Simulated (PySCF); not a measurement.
**A small calculation by hand: chemical shift, span and skew from a shielding tensor**

C5H8, SMILES C1=CCCC1. Atoms are numbered in the order given.

```xyz
13

C     -0.0499     1.0741    -0.6692
C     -0.0499     1.0741     0.6692
C      0.1094    -0.3196     1.2319
C     -0.1444    -1.2231     0.0000
C      0.1094    -0.3196    -1.2319
H     -0.1104     1.9674    -1.2964
H     -0.1104     1.9674     1.2964
H     -0.5808    -0.5331     2.0653
H      1.1308    -0.4534     1.6380
H     -1.1987    -1.5435     0.0000
H      0.4716    -2.1346     0.0000
H      1.1308    -0.4534    -1.6380
H     -0.5808    -0.5331    -2.0653
```

Geometry optimised at B3LYP-D3(BJ)/def2-SVP. One conformer was computed; it need not be the lowest.

GIAO shieldings from PBE0/pcSseg-1 run with PySCF, non-relativistic, no solvent. The symmetric part of the tensor of C3 has the principal values 126.7, 150.4, 167.2 ppm. The same nucleus in TMS has σ = 186.3 ppm at this level (PySCF, at its B3LYP-D3(BJ)/def2-TZVP geometry).

Task: Work out the isotropic shielding, the ¹³C shift against TMS, the span and the skew.

Result: 
σ(iso) = (σ11 + σ22 + σ33)/3 = 148.1 ppm. δ = σ(ref) − σ(iso) = 186.3 − (148.1) = 38.2 ppm.
Span Ω = σ33 − σ11 = 40.5 ppm. Skew κ = 3(σ(iso) − σ22)/Ω = -0.17. Tumbling in solution averages the tensor to δ; in a static solid the shielding alone would spread this spin-1/2 line over Ω.
